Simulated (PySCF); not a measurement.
NICS in one family of compounds.

NICS = −σ at a ghost point: NICS(0) at the centroid of the ring atoms, NICS(1) 1 Å to either side along the normal of their mean plane, zz for the tensor component along that normal. Level: GIAO PBE0/pcSseg-1 (PySCF, non-relativistic, gas phase) on the GFN2-xTB geometries, one conformer each. Atom numbers follow the mapped SMILES.

Question: Order these rings by mean NICS(1)zz, lowest (most negative) first (ppm).
A. ring C3–C4–C5–S6–C7 in `[OH:1][SiH2:2][c:3]1[cH:4][cH:5][s:6][cH:7]1`
B. ring C2–O3–C4–C5–C6 in `[CH3:1][c:2]1[o:3][cH:4][cH:5][c:6]1[SiH2:7][OH:8]`
C. ring C2–O3–C4–C5–C6 in `[NH2:1][c:2]1[o:3][cH:4][cH:5][c:6]1[SiH2:7][OH:8]`
D. ring C3–O4–C5–C6–C7 in `[CH3:1][O:2][c:3]1[o:4][cH:5][cH:6][c:7]1[SiH2:8][OH:9]`

Answer: A (-28.3), B (-25.4), D (-23.0), C (-21.7).

| SMILES | ring | NICS(0) | NICS(1) | NICS(1)zz | HOMA | rms pucker (Å) | ring atoms with four or more neighbours |
| --- | --- | --- | --- | --- | --- | --- | --- |
| O[SiH2]c1ccsc1 | 5-membered ring with S; formal bonds all aromatic | -12.4 | -11.7 | -28.3 | 0.77 | 0.00 | 0 |
| Cc1occc1[SiH2]O | 5-membered ring with O; formal bonds all aromatic | -11.2 | -10.2 | -25.4 | 0.39 | 0.00 | 0 |
| COc1occc1[SiH2]O | 5-membered ring with O; formal bonds all aromatic | -11.8 | -9.3 | -23.0 | 0.35 | 0.00 | 0 |
| Nc1occc1[SiH2]O | 5-membered ring with O; formal bonds all aromatic | -10.9 | -8.8 | -21.7 | 0.33 | 0.00 | 0 |

NICS(0) gives another order. The isotropic NICS(1) gives the same order. Over the 4 rings with a HOMA value its correlation coefficient with NICS(1)zz is -0.91. HOMA uses Krygowski's 1993 parameters. NICS(1) and NICS(1)zz are means over the two faces.
